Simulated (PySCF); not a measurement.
## RuH₆, triplet: molecular constants

Level of theory: PySCF, UPBE0, basis Ru def2-TZVP with ECP28, H def2-TZVP (scalar-relativistic core potentials, no spin–orbit coupling, density fitting).

The structure is a minimum.

```xyz
7
charge 0 multiplicity 3, angstrom
Ru    0.0000    0.0000    0.0147
H     1.0911    0.0000    1.2150
H     1.2309    0.0000   -1.3448
H     1.6573    0.0000   -0.6150
H    -1.0911    0.0000    1.2150
H    -1.2309    0.0000   -1.3448
H    -1.6573    0.0000   -0.6150
```

| Item | Value |
| --- | --- |
| Point group | C2v |
| Bond lengths | H–H 0.845 Å (×2), Ru–H 1.622 Å (×2), Ru–H 1.773 Å (×2), Ru–H 1.834 Å (×2) |
| Bond angles | H–H–Ru 72.5° (×2), H–H–Ru 80.5° (×2), H–Ru–H 27.0° (×2), H–Ru–H 68.5° (×2), H–Ru–H 84.4° (×2), H–Ru–H 95.6° (×2), H–Ru–H 111.4° (×2), H–Ru–H 138.4°, H–Ru–H 153.1° (×2), H–Ru–H 179.9° (×2) |
| Highest occupied level (β) | -6.86 eV |
| Rotational symmetry number | 2 |
| Enthalpy at 298.15 K above 0 K | 13.47 kJ/mol |
| Heat capacity Cp at 298.15 K | 68.2 J/(mol K) |
| Zero-point energy | 116.1 kJ/mol |
| Principal quadrupole moments (Buckingham, traceless) about the centre of mass | -2.71, 1.12, 1.58 D Å |
| Entropy at 298.15 K and 1 bar (electronic part: spin only) | 266.0 J/(mol K) |
| Atomisation energy without zero-point energy | 1527 kJ/mol |
| Spin squared ⟨S²⟩ | 2.010 |
| Principal polarisabilities | 31.2, 48.8, 52.4 bohr³ |
| Lowest empty level (β) | -2.93 eV |
| Rotational constants | 2.276, 1.534, 0.9164 cm⁻¹ |
| Dipole moment | 2.65 D |

Harmonic modes (masses in u: Ru 101.904, H 1.008):
| symmetry | ω (cm⁻¹) | IR (km/mol) |
| --- | --- | --- |
| b1 | 380 | 29.2 |
| a1 | 471 | 77.0 |
| b1 | 477 | 0.1 |
| a2 | 638 | 0.0 |
| b2 | 679 | 24.8 |
| a2 | 747 | 0.0 |
| a1 | 779 | 42.8 |
| b2 | 920 | 1.9 |
| a1 | 1001 | 6.4 |
| a1 | 1634 | 0.0 |
| b2 | 1635 | 78.4 |
| b2 | 1964 | 213 |
| a1 | 2041 | 109 |
| b2 | 2999 | 100 |
| a1 | 3048 | 158 |

In C2v the vibrations span 2b1 + 6a1 + 2a2 + 5b2. Here b1 is antisymmetric to the molecular plane and b2 lies in it. The a2 modes carry no infrared intensity, as symmetry demands.

Charges (e):
```csv
atom,Mulliken,Löwdin,polar tensor,spin (Mulliken),Mayer order to Ru1
Ru1,-0.13,-0.34,-0.08,2.16,–
"H2,5",-0.04,-0.03,-0.15,-0.05,0.87
"H3,6",0.01,0.09,0.02,-0.02,0.34
"H4,7",0.09,0.12,0.17,-0.01,0.34
```
Other Mayer orders above 0.3: H–H 0.61 (×2).

Mulliken populations on Ru1 (electrons outside its core potential): s 2.67, p 6.50, d 6.95, f 0.01.

Outer orbital energies (eV). α occupied: -14.86, -14.10, -9.31, -8.94, -8.68, -8.21, -7.73, -7.42; empty: -0.79, 0.18, 0.73, 1.60. β occupied: -14.73, -13.98, -8.99, -8.38, -7.45, -6.86; empty: -2.93, -2.76, -0.13, 0.60.

This need not be the most stable arrangement of these atoms. Other spin states or occupations of the open shell can lie lower.

The final relaxation and frequency run took 2.1 min on 2 threads of a shared Arm Neoverse N1 host, with 76 basis functions and 18 gradients; the process peaked at 1.4 GiB.
